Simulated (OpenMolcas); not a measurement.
## Cu I: from CASSCF to CASPT2

```json
{
 "Program": "OpenMolcas",
 "Basis": "ANO-L-VTZP [6s5p3d2f1g]",
 "Scalar Hamiltonian": "non-relativistic, point nucleus",
 "Active space": "11 electrons in 6 orbitals (3d 4s)",
 "State averaging": "2S+1 = 2 even, 6 roots",
 "Spin-orbit coupling": "RASSI with atomic mean-field integrals over the reference wave functions, term energies averaged over their components"
}
```

Methods on the same reference wave functions:
A. CASSCF
B. SS-CASPT2, IPEA 0.25 Eh, imaginary shift 0.1 Eh (closed shells correlated: 3s 3p)

Energies in cm-1 above 3d10 4s 2S 1/2, the measured ground level; measured values from NIST Handbook of Basic Atomic Spectroscopic Data.

```tsv
Level	A	B	Measured
3d9 4s2 2D 5/2	-19997	15210	11203
3d9 4s2 2D 3/2	-17977	17230	13245
3d10 4s 2S 1/2	0.0	0.0	0.0
```

A puts 3d9 4s2 2D 5/2 lowest.

Deviations, from unrounded energies. A percentage is the sum of absolute deviations over the sum of measured energies, with the sign that they share, or ± where signs differ.

```csv
Against measurement,Levels,A,B
mean absolute deviation (cm-1),2,31000,4000
other configurations (%),2,-255.3,+32.7
```

B lies closest to measurement on these levels. The largest miss of B in the table is 3d9 4s2 2D 5/2, by +4000 cm-1. The ranking rests on the paired levels alone, and a cruder setting can come out closer through cancelling errors.

The lowest spin-free term lies below A's lowest term by 0.851 hartree in B.

Term energies are means over components that CASPT2 splits; among the terms shown or strongly mixed into the levels shown the widest spread is 70 cm-1 (3d9 4s2 2D, B). Over all roots computed the reference weight is 0.83 to 0.89 in B; the roots of lowest weight are the least certain, and an intruder state may touch them. A single d shell beside an s shell can misplace configurations of different d count against each other. Without dynamic correlation excited terms often stand tens of per cent too high (terms of higher spin than the ground term too low), and those without a measured partner can miss by more than the paired ones (holds for A). The lowest computed level is not the ground level that NIST lists (2S1/2) (holds for A). Computed and measured levels are paired by configuration, term and J; levels that our copy of the source lacks, or whose pairing is in doubt (as where it misses far off the trend of its configuration), stay unpaired and out of the deviations. Only configurations of the active space appear.
